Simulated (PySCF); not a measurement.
Molecule: SMILES C(=C)([O-])NC(C)=O, [C₄H₆NO₂]-.

Geometry (Å), atoms numbered from 1 in this order:
```xyz
13

C     2.3566   -0.1350    0.4125
C     1.5699   -0.3503   -0.6584
O     1.8305   -0.7063   -1.8322
N     0.1019   -0.1442   -0.4830
C    -0.7020    0.2198    0.5142
C    -2.1855    0.2568    0.0887
O    -0.3924    0.5090    1.6618
H     3.4222   -0.2723    0.3298
H     1.9551    0.1724    1.3575
H    -0.3386   -0.3472   -1.3728
H    -2.7956    0.5609    0.9359
H    -2.3236    0.9661   -0.7258
H    -2.5030   -0.7294   -0.2460
```

Total charge -1.

Frames of a GFN2-xTB Langevin trajectory at 600 K; GIAO PBE0/pcSseg-1 shieldings in PySCF 2.14, gas phase, non-relativistic; equivalent atoms averaged within each frame.

Referencing at the same level of theory: TMS for 13C (σref 186.93), 1H (σref 31.72); H2O for 17O (σref 336.08); NH3 for 15N (σref 267.73). The references are static minima.

Question: How do the shifts (ppm) fluctuate along the trajectory?

Answer: 
```csv
time (fs),C5,C2,C1,C6,O7,O3,N4,H10,H9,H11/H12/H13
optimised geometry,161.8,161.5,41.7,28.7,404.0,264.2,199.4,5.08,2.88,1.48
250,162.2,159.0,41.5,35.8,436.4,282.1,204.6,6.44,2.76,2.40
425,153.0,172.8,39.0,35.5,377.5,303.2,189.6,3.46,2.21,1.59
625,160.6,151.1,41.2,34.3,399.6,246.1,198.6,4.06,1.79,2.07
800,157.9,173.7,49.7,30.7,382.0,322.9,208.2,5.86,1.85,2.68
1000,162.2,154.9,48.6,24.7,435.3,275.5,201.4,7.24,2.86,1.61
mean of frames,159.2,162.3,44.0,32.2,406.1,286.0,200.5,5.41,2.29,2.07
standard deviation,3.9,10.4,4.8,4.7,28.4,29.1,7.1,1.60,0.50,0.48
```

5 frames give an uncertainty of the mean of about the standard deviation over 2.2 at best, since frames this close in time may not be independent; classical motion lacks zero-point vibration, and the reference would need the same averaging.
